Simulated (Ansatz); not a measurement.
C3H6O, SMILES `OC1CC1` (H–O–C–C torsion 144°) (charge 0, multiplicity 1).

Level of theory: Ansatz (a program for electronic structure) with r2SCAN0/cc-pVTZ // B3LYP-D3(BJ)/def2-TZVP.

Ansatz 0.2 input:
```yaml
crystal:
  periodic: [false, false, false]
  atoms:
    - { symbol: O, position_ang: [1.606675, -0.469219, 0.427182] }
    - { symbol: C, position_ang: [0.516954, -0.126486, -0.38783] }
    - { symbol: C, position_ang: [-0.797963, -0.702248, 0.004753] }
    - { symbol: C, position_ang: [-0.547646, 0.783302, 0.152258] }
    - { symbol: H, position_ang: [2.196785, 0.290744, 0.480884] }
    - { symbol: H, position_ang: [0.747342, -0.064722, -1.447671] }
    - { symbol: H, position_ang: [-1.466834, -1.044915, -0.772614] }
    - { symbol: H, position_ang: [-0.808254, -1.2897, 0.912351] }
    - { symbol: H, position_ang: [-0.405705, 1.157379, 1.157281] }
    - { symbol: H, position_ang: [-1.041353, 1.465864, -0.52659] }
basis:
  gaussian: { orbitals: cc-pVTZ }
hamiltonian:
  xc: r2scan0
```

Output:

```
Functional definition: r2SCAN0
1046 factors; their error is unknown
mean field evaluation 1: about -5246.6221 eV, gradient 5.6e1 eV
mean field evaluation 2: about -5245.0832 eV, gradient 6.3e1 eV
mean field evaluation 4: about -5253.1648 eV, gradient 2.7e0 eV
mean field evaluation 8: about -5253.1662 eV, gradient 5.2e-2 eV
mean field evaluation 16: about -5253.1662 eV, gradient 1.7e-5 eV
mean field -5253.16623608 eV, -193.0502984521 hartree, gradient 1.7e-5 eV, S^2 0.000000; 0 other end points of the search recorded, 0 dependent functions left out
reference -5253.16624414 eV, -193.0502987483 hartree; 16, 16 occupied and 188, 188 virtual orbitals, 1046 factors
Total energy: -5253.16624414 eV, -193.0502987483 hartree
```
